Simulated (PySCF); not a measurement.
Assignment exercise: C5H10F2Si

Atoms are numbered as in `[CH3:1]/[C:2]([CH2:3][F:4])=[C:5](/[SiH3:6])[CH2:7][F:8]`. Hydrogens are named by the atom that carries them.

- shielding tensors at PBE0/pcSseg-1 (GIAO)
- GFN2-xTB geometry
- program: PySCF
- in vacuum, relativity neglected, a single conformation, rapidly exchanging positions averaged

Referencing at the same level of theory: 13C (186.93 ppm) and 1H (31.72 ppm) vs TMS.

**Question.** Assign these signals to the numbered atoms. 13C{1H} NMR (computed): δ 150.9 (C), 141.3 (C), 88.4 (CH2), 87.1 (CH2), 17.4 (CH3).

**Answer.** 
| δ (ppm) | atoms | environment | reason |
| --- | --- | --- | --- |
| 150.9 | C2 | fully substituted alkene carbon | an sp2 carbon of a C=C bond |
| 141.3 | C5 | fully substituted alkene carbon | – |
| 88.4 | C3 | allylic sp3 CH2 bonded to F | deshielded by the electronegative neighbour |
| 87.1 | C7 | allylic sp3 CH2 bonded to F | – |
| 17.4 | C1 | allylic methyl carbon | saturated and bonded to C and H only |

C3 and C7 lie closer than the usual error of such a calculation, so a measured spectrum could show them in the other order.

**Question.** Assign these signals to the numbered atoms. 1H NMR (400 MHz, computed): δ 5.37 (m, 2H), 5.16 (m, 2H), 4.34 (s, 3H), 1.81 (s, 3H).

**Answer.** 
| δ (ppm) | atoms | environment | reason |
| --- | --- | --- | --- |
| 5.37 | H(C7) | hydrogen on an allylic sp3 CH2 bonded to F | its carbon carries F, hence the downfield position |
| 5.16 | H(C3) | hydrogen on an allylic sp3 CH2 bonded to F | – |
| 4.34 | H(Si6) | hydrogen on a silicon bonded to C | – |
| 1.81 | H(C1) | hydrogen on an allylic methyl carbon | allylic position |

Splittings by 19F in the carbon and heteronuclear signals aren't shown, as no couplings were computed. Shifts are as computed. Against solution values, carbons near 30 ppm lie about +3 ppm off and those near 130 ppm about +5 ppm. Of 1309 compounds with measured shifts, 239 miss one by over three times the rms of a fit or turn the order of signals round; such compounds aren't used in these exercises. No couplings were computed; multiplicities are counted from neighbouring protons, with m where these are inequivalent, close in shift, in a saturated or five-membered ring or joined by F or P, and br s for small geminal =CH2 splittings.
